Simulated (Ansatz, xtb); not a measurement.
Two isomers of C4H5ClO2Si

We compare X, `O=C1OCC=C1[SiH2]Cl`, a singlet, with Y, `O=C1C=C(Cl)C[SiH2]O1`, a singlet. Both are isolated molecules in the gas phase, relaxed with B3LYP/def2-SVP; the shapes shown needn't be the lowest conformers.

X (Å):

```csv
atom,x (Å),y (Å),z (Å)
C,0.1926,-1.5539,0.9922
C,-0.8071,-1.9500,-1.0256
C,0.2615,-0.9115,-1.2022
C,0.8539,-0.6733,-0.0199
Cl,2.8172,1.4874,-1.3114
O,0.4207,-1.6516,2.1665
O,-0.7750,-2.2836,0.3531
Si,2.2424,0.4961,0.4329
H,-0.6195,-2.8548,-1.6324
H,-1.8105,-1.5718,-1.2942
H,0.4949,-0.4423,-2.1603
H,3.4106,-0.2539,0.9563
H,1.7793,1.5044,1.4178
```

Y (Å):

```
atom    x (Å)    y (Å)    z (Å)
   C  -0.7624  -0.0009  -2.2538
   C   0.5079  -0.7769  -2.1781
   C   1.2306  -1.0268  -1.0688
   C   0.9181  -0.5825   0.3320
  Cl   2.7325  -1.9178  -1.2328
   O  -1.2605   0.2935  -3.3066
   O  -1.3457   0.3725  -1.0822
  Si  -0.9056  -0.0962   0.4815
   H   0.8657  -1.1200  -3.1497
   H   1.1724  -1.3862   1.0422
   H   1.5729   0.2689   0.5932
   H  -1.7386  -1.2522   0.9068
   H  -1.1196   1.0616   1.3830
```

Question: Which of the two would you expect CCSD(T)/def2-SVP + ΔMP2/def2-TZVPP electronic energies to favour?

Answer: Structure X; the calculation gives E(Y) − E(X) = +15.1 kJ/mol.

How the difference moves with the method:

```csv
level,geometry,E(Y) − E(X) (kJ/mol),departure from the last row (kJ/mol),"job, with rough time for the two"
GFN2-xTB,GFN2-xTB,−16.3,−31.4,"optimisation, 0.15 s"
HF/STO-3G,GFN2-xTB,+106.5,+91.4,"single point, 0.5 s"
r2SCAN-D4/def2-SVP,GFN2-xTB,+29.3,+14.1,"single point, 3.2 s"
B3LYP/def2-SVP,B3LYP/def2-SVP,+24.7,+9.5,"optimisation, 53 s"
HF/def2-SVP,B3LYP/def2-SVP,+45.4,+30.3,part of the CCSD(T) run
MP2/def2-SVP,B3LYP/def2-SVP,+18.5,+3.4,part of the CCSD(T) run
CCSD(T)/def2-SVP,B3LYP/def2-SVP,+23.2,+8.1,single point
CCSD(T)/def2-SVP + ΔMP2/def2-TZVPP,B3LYP/def2-SVP,+15.1,,"single point, 47 s"
```

As drawn, Y has 1 C–Cl, 1 O–Si in place of 1 C–O, 1 Cl–Si. Structure X has a 5-membered ring, Y a 6-membered ring.

GFN2-xTB puts the two in the other order. The largest departure from CCSD(T)/def2-SVP + ΔMP2/def2-TZVPP is that of HF/STO-3G, 91.4 kJ/mol. The last row adds to CCSD(T) the change of the MP2 difference between the two basis sets, here −8.1 kJ/mol.

With thermal terms from frequencies at re-optimised GFN2-xTB minima (ideal gas, soft modes damped towards free rotors, one conformer each, 298.15 K, 1 atm): the zero-point term adds −0.7 kJ/mol; ΔH is +14.0 and ΔG +15.3 kJ/mol.

The correlated steps freeze 16 core orbitals. Run with Ansatz 0.2.0, xtb 6.7.1; the last row on 2 threads of AMD EPYC 9R45 96-Core Processor (Zen 5) on a shared host.
